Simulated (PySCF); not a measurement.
B3LYP has the VWN-RPA correlation part, as in Gaussian. 

```xyz
10

B     -0.0495    -0.0139    -0.1562
Cl    -0.0709     1.7912     0.1812
Cl    -1.2885    -0.9630     0.8116
Cl     1.6321    -0.7518    -0.1324
C     -1.3098    -0.3671    -4.1339
C     -0.8734    -0.2448    -2.7566
N     -0.5276    -0.1479    -1.6652
H     -2.3956    -0.1983    -4.1942
H     -1.0771    -1.3759    -4.5073
H     -0.7904     0.3792    -4.7540
```

Charge 0, multiplicity 1.

Q: Give the Mulliken and meta-Löwdin atomic charges from B3LYP-D3(BJ)/def2-TZVP // B3LYP-D3(BJ)/def2-SVP (PySCF).

A: 
| atom | Mulliken (e) | meta-Löwdin (e) |
|---|---|---|
| B1 | 0.22 | 0.09 |
| Cl2 | -0.22 | -0.18 |
| Cl3 | -0.22 | -0.18 |
| Cl4 | -0.22 | -0.18 |
| C5 | -0.28 | -0.34 |
| C6 | 0.01 | 0.26 |
| N7 | 0.17 | 0.02 |
| H8 | 0.18 | 0.18 |
| H9 | 0.18 | 0.18 |
| H10 | 0.18 | 0.18 |
